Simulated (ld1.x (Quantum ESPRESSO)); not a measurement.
## Transferability test, ultrasoft potential for B

| Quantity | Value |
| --- | --- |
| Element | boron (B) |
| Generator | ld1.x (Quantum ESPRESSO) 7.5 |
| Type | ultrasoft |
| Functional | LDA (PZ) |
| Relativity | scalar-relativistic |
| Frozen core | [He] |
| Valence charge | 3 |
| Reference configuration | 2s2 2p1 |
| Partial waves | 2s (bound): rcut 0.85, rcutus 1.82 bohr; 2s channel at 0.05 Ry: rcut 0.85, rcutus 1.82 bohr; 2p (bound): rcut 2.70, rcutus 3.40 bohr; 2p channel at 1.25 Ry: rcut 2.70, rcutus 3.40 bohr |
| Local potential | all-electron potential smoothed inside 1.15 bohr (lloc = -1) |
| Core correction | none |
| Augmentation charge | built from norm-conserving waves at rcut, not smoothed further |

Energies are relative to the spin-unpolarised reference configuration 2s2 2p1; without spin polarisation the order of configurations can differ from experiment. Spin-polarised rows fill each open shell by Hund’s rule, majority spin first.

(1) Give the all-electron excitation energy and the error of the potential for: 2s2 2p0; 2s1 2p0; 2s2 2p0.5; 2s2 2p1.3; 2s0 2p3; 2s1 2p2; 2s1 2p1; 2s2 2p1 (spin-polarised); 2s1 2p0 (spin-polarised).

Levels in the configuration 2s1 2p0 (spin-polarised):

| level | all-electron (eV) | pseudo (eV) |
| --- | --- | --- |
| 2s up | -32.367 | -32.187 |

A Bessel basis up to 400 Ry misses an occupied level by 0.30 Ry, so cutoffs and ghosts were not judged.

Answers

(1)

```tsv
valence configuration	charge	ΔE all-electron (eV)	error AE − PS (meV)
2s2 2p0	+1	8.327	+61
2s1 2p0	+2	33.631	+226
2s2 2p0.5	+0.5	2.943	-4.3
2s2 2p1.3	-0.3	-0.772	-6.4
2s0 2p3	0	11.401	+6.8
2s1 2p2	0	5.686	0.0
2s1 2p1	+1	14.283	-154
2s2 2p1 (spin-polarised)	0	-0.235	+18
2s1 2p0 (spin-polarised)	+2	32.903	+318
```
